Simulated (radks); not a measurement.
Problem. These are the eigenvalues of the occupied orbitals of an atom or ion with whole-number occupations (eV). All-electron calculation, Dirac Kohn-Sham, BLYP, spin-unpolarised, spherical densities, finite nucleus; Fermi nuclear charge, rms radius of each element as measured or else 0.836 A^(1/3) + 0.57 fm. Program: a radial shooting solver on a logarithmic mesh with Libxc functionals.

1s1/2: -13557.25
2s1/2: -1973.225
2p1/2: -1801.546
2p3/2: -1753.946
3s1/2: -457.2237
3p1/2: -397.1407
3p3/2: -389.5546
3d3/2: -286.0857
3d5/2: -284.7548

Which element is it, and in what charge state? The configuration may be excited.

Solution. Z = 35, bromine, charge +10: Br10+ in [Ar] 3d(3/2: 3, 5/2: 4). The list shows which subshells hold electrons but not how many an open one holds; the 1s level, -498.22 hartree, gives Z - s = 31.6 by -(Z - s)^2/2, which with screening and relativity narrows Z to a few neighbours, and the depths of the outer levels then fix element, charge and occupations together.
